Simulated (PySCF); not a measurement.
Isomers of [C7H6]+ (charge +1 and doublet state), one GFN2-xTB conformer each. Single-point energies are computed at B3LYP/pcH-1 (PySCF, gas phase, no added dispersion term), electronic only. GFN2-xTB treats the open shell by occupation alone, and not every SCF solution was tested for stability.

```json
{"SMILES": "[CH+]=[C]C1=CCC=C1", "GFN2-xTB relative energy (kcal/mol)": "0.0"}
{"SMILES": "C#C[C@@H]([C]=[CH+])C=C", "GFN2-xTB relative energy (kcal/mol)": "58.6"}
{"SMILES": "[CH]1C=C2CC2=C[CH+]1", "GFN2-xTB relative energy (kcal/mol)": "1.1"}
```

Conformers: `[CH:1]#[C:2][C@@H:3]([C:4]=[CH+:5])[CH:6]=[CH2:7]` (charge +1 and doublet state) with C2–C3–C6–C7 92°.

Question: What does B3LYP/pcH-1 give for the same structures?

Answer: 
```csv
SMILES,B3LYP/pcH-1 E (Eh),B3LYP/pcH-1 (kcal/mol),GFN2-xTB (kcal/mol),point group
[CH+]=[C]C1=CCC=C1,-269.97342,0.0,0.0,Cs
[CH]1C=C2CC2=C[CH+]1,-269.94862,15.6,1.1,Cs
C#C[C@@H]([C]=[CH+])C=C,-269.85970,71.4,58.6,C1
```

Both levels put the same isomer lowest; measured from each level's own lowest isomer, the values differ by up to 14.5 kcal/mol ([CH]1C=C2CC2=C[CH+]1: 1.1 against 15.6).
